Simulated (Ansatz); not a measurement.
System: CH5ClOSi, charge 0, singlet. CH5ClOSi (chlorosilylmethanol, SMILES OC[SiH2]Cl).
B3LYP-D3(BJ)/def2-TZVP minimum from Ansatz (a quantum-chemistry and plane-wave program):
```xyz
9

O     -2.1437     0.2378    -0.4725
C     -1.2222    -0.8536    -0.5392
Si     0.5842    -0.3125    -0.5878
Cl     1.1119     0.6211     1.1763
H     -2.0119     0.8089    -1.2369
H     -1.4284    -1.5048    -1.4014
H     -1.3991    -1.4557     0.3540
H      1.4734    -1.4783    -0.7830
H      0.7692     0.6657    -1.6841
```

Wanted: atomisation energy (electronic, to ground-state atoms), in kcal/mol. UHF or UKS for unpaired electrons; spin-orbit terms are left out. CBS(X,Y): correlation extrapolated as X^-3, Hartree-Fock from the larger set. A bracket is a step between two methods taken in the basis named. The functionals are non-relativistic, so their misses hold any scalar relativity. Double hybrids freeze cores in their MP2 part. 'core' is core correlation in cc-pwCVTZ (1s frozen past Ne), 'X2C' scalar relativity in cc-pVTZ-DK, both at CCSD(T). For partners of very few electrons the exact lower level stands in for a higher one.

CCSD(T)/CBS(cc-pV(T+d)Z,cc-pV(Q+d)Z) + [CCSDT(Q) - CCSD(T)]/cc-pV(D+d)Z + core + X2C (Ansatz) gives 736.7 kcal/mol.

Problem. How far off this value is PBE/def2-TZVPD (Ansatz), in which direction, and which of these levels come nearer: B3LYP/def2-TZVPD, PBE0/def2-TZVPD, B2PLYP/def2-TZVPD, CCSD(T)/CBS(cc-pV(T+d)Z,cc-pV(Q+d)Z) + core + X2C?

Solution. PBE gives 737.4 kcal/mol, 0.7 kcal/mol above it. Differences of the others: B3LYP/def2-TZVPD (Ansatz) -13.6; PBE0/def2-TZVPD (Ansatz) -10.0; B2PLYP/def2-TZVPD (Ansatz) -16.1; CCSD(T)/CBS(cc-pV(T+d)Z,cc-pV(Q+d)Z) + core + X2C (Ansatz) -0.6 kcal/mol. Nearer than PBE: CCSD(T)/CBS(cc-pV(T+d)Z,cc-pV(Q+d)Z) + core + X2C.
